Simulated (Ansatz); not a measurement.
Relaxation of C₂H₉NSi₂ (14 atoms, charge 0, multiplicity 1), to a largest force component of 0.015 eV/Å in at most 40 steps.

Computed with RKS BLYP-D4/def2-SVP in Ansatz.

```xyz
14
Properties=species:S:1:pos:R:3
C -1.782 -0.125 -0.790
Si -0.563 -1.332 -0.320
Si 0.815 -0.421 1.304
C 1.626 1.489 0.206
N 2.180 0.370 0.819
H -2.517 -0.476 -1.549
H -2.403 0.236 0.062
H -1.335 0.832 -1.242
H 0.255 -1.717 -1.458
H -1.219 -2.544 0.248
H 0.091 0.242 2.434
H 1.091 1.322 -0.732
H 0.995 2.225 0.829
H 2.753 -0.130 0.215
```

Where does it end, and by what steps?

It converged. After 17 steps the energy has fallen by 1.957 eV; H13 moved furthest, 1.06 Å.

| step | energy less start (eV) | largest force component (eV/Å) | accepted |
| --- | --- | --- | --- |
| 0 | 0.0000 | 3.569 | yes |
| 1 | -0.9043 | 2.084 | yes |
| 2 | -1.3327 | 1.651 | yes |
| 3 | -1.6311 | 0.843 | yes |
| 4 | -1.7365 | 1.326 | yes |
| 5 | -1.8336 | 0.903 | yes |
| 6 | -1.8739 | 0.662 | yes |
| 7 | -1.9124 | 0.535 | yes |
| 8 | -1.8465 | 1.141 | no |
| 9 | -1.9427 | 0.084 | yes |
| 10 | -1.9458 | 0.055 | yes |
| 11 | -1.9478 | 0.044 | yes |
| 12 | -1.9516 | 0.077 | yes |
| 13 | -1.9535 | 0.064 | yes |
| 14 | -1.9551 | 0.090 | yes |
| 15 | -1.9560 | 0.061 | yes |
| 16 | -1.9567 | 0.025 | yes |
| 17 | -1.9569 | 0.015 | yes |

```xyz
14
Properties=species:S:1:pos:R:3
C -2.315 -0.332 -0.874
Si -0.624 -1.087 -0.426
Si 0.559 0.194 1.136
C 1.804 1.404 0.403
N 2.348 0.191 1.087
H -2.828 -0.945 -1.642
H -2.971 -0.279 0.018
H -2.192 0.695 -1.271
H 0.267 -1.146 -1.639
H -0.816 -2.496 0.068
H -0.012 0.405 2.504
H 1.879 1.465 -0.701
H 2.046 2.361 0.903
H 2.840 -0.461 0.463
```

Run time: 37 s on 2 threads of Intel(R) Xeon(R) Platinum 8375C CPU @ 2.90GHz (Ice Lake), on a shared host, peak memory 0.19 GiB.
